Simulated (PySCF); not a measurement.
# H2AlS2, SMILES `[SH][Al][SH]` (H–S–Al–S torsion -180°, S–Al–S–H torsion -180°) (charge 0, multiplicity 2)

The numbers are results of r2SCAN-D4/def2-TZVP (PySCF 2.14.0), not measurements.

```
Property                                       Result
-----------------------------  ----------------------
highest occupied spin orbital                -5.41 eV
dipole moment                                  2.24 D
total energy                            -1040.0240 Ha
cost                           roughly 8 core-minutes
```

```xyz
5

S     -1.8477    -0.4442    -0.4818
Al     0.0052     0.3913     0.3630
S      1.8338    -0.5409    -0.4322
H     -2.6410     0.3669     0.2397
H      2.6497     0.2269     0.3112
```
Charge 0, spin multiplicity 2.
